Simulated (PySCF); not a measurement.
**Spin states and ions at one geometry of BiF5**

PySCF 2.14.0, RKS PBE, Bi def2-SVP with ECP60, F def2-SVP; non-relativistic Hamiltonian with scalar-relativistic core potentials where named; density fitting; no spin-orbit coupling; singlets restricted, open shells unrestricted. The geometry is relaxed for charge 0, singlet, vacuum:

```xyz
6

Bi    0.0000    0.0000    0.0059
F     0.0000    0.0000    2.0284
F     2.0335    0.0000   -0.0677
F     0.0000    1.8282   -0.8719
F    -2.0335    0.0000   -0.0677
F     0.0000   -1.8282   -0.8719
```

Energies count from the relaxed state; an electron taken off or put on is at rest in vacuum. Charges and spins are Mulliken's.

Problem. Order these states by energy, lowest first.
A. charge 0, triplet, vacuum
B. charge -1, doublet, vacuum
C. charge 0, singlet, vacuum
D. charge +1, doublet, vacuum

Solution. B (-3.77 eV), C (0.00 eV), A (2.45 eV), D (13.02 eV).

Problem. How do charge and spin on the first atom follow?

Solution. 
| state | spin squared | charge on Bi1 (e) | spin on Bi1 (e) | dipole about the centre of mass (D) |
| --- | --- | --- | --- | --- |
| charge 0, singlet, vacuum | 0.00 | 1.54 | 0.00 | 0.22 |
| charge 0, triplet, vacuum | 2.00 | 1.39 | 0.25 | 0.05 |
| charge +1, doublet, vacuum | 0.75 | 1.69 | -0.05 | 0.41 |
| charge -1, doublet, vacuum | 0.75 | 1.23 | 0.29 | 0.14 |

With an electron taken off (doublet) the charges change, summed by element, by Bi +0.15 e, F +0.85 e. The vertical ionisation energy is 13.02 eV, against −ε(HOMO) = 9.60 eV of the relaxed state. The level lies 3.4 eV too high, as is usual for semilocal functionals and global hybrids, which keep a self-interaction error.

With an electron put on (doublet) the charges change, summed by element, by Bi -0.31 e, F -0.69 e. The vertical electron affinity is 3.77 eV, against −ε(LUMO) = 7.20 eV of the relaxed state. The basis has no diffuse functions, which an added electron needs.

Open shells may have lower solutions than those found. Hard to converge, so the more doubtful: charge 0, triplet, vacuum; charge +1, doublet, vacuum.
